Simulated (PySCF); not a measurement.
H₄PSi, SMILES [SiH2]P, multiplicity 2. Atoms are numbered in the order given.

```xyz
6

Si    -1.1367    -0.1147     0.0000
P      1.1056     0.1381     0.0000
H     -1.6847     0.5743     1.2181
H     -1.6847     0.5743    -1.2181
H      1.3498    -0.8073     1.0453
H      1.3498    -0.8073    -1.0453
```
Charge 0, spin multiplicity 2.

Coordinates come from a PBE-D3(BJ)/def2-TZVP optimisation. The isomer is the one that the SMILES or the coordinates give; other isomers of the formula were not compared.

All values below come from PySCF with PBE-D3(BJ)/def2-TZVP.

Frequencies are harmonic and unscaled.

```
mode  ν (cm⁻¹)  IR (km/mol)  moving atoms (share of kinetic energy)
----  --------  -----------  --------------------------------------
1          176          0.2                                  H 98 %
2          430          4.0                 P 47 %, Si 34 %, H 19 %
3          459         10.9                                  H 99 %
4          484          6.3                         H 81 %, Si 18 %
5          704          8.9                          H 86 %, Si 8 %
6          756          0.6                                  H 93 %
7          875         92.3                                  H 95 %
8         1039         14.7                                  H 97 %
9         2105         74.1                                  H 98 %
10        2135         94.0                                  H 96 %
11        2325         20.1                                  H 97 %
12        2341         29.6                                  H 97 %
```
